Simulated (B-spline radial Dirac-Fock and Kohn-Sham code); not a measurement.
Level of theory: relaxed Dirac-Fock hole states (ΔSCF) with Breit and QED corrections and a finite nucleus; an atomic code on a B-spline grid. Electron correlation is not included.

Question: An atom or ion in its tabulated ground configuration has these computed binding energies (the last is its least bound level). Which is it?

| level | binding energy (eV) |
| --- | --- |
| K | 93155.2 |
| L1 | 19002.5 |
| L2 | 18327.0 |
| M2 | 6199.5 |
| M4 | 5191.8 |
| N1 | 3077.6 |
| N2,3 | 2829.4 |

Answer: Bi⁴⁹⁺: Z = 83 with 34 electrons, [Ar] 3d10 4s2 4p4. The hydrogen-like estimate √(E/Ry) = 82.7 for the K level lies 0.3 below Z (screening lowers it, relativity raises it); the outermost level, at 2829.4 eV, fixes the charge.
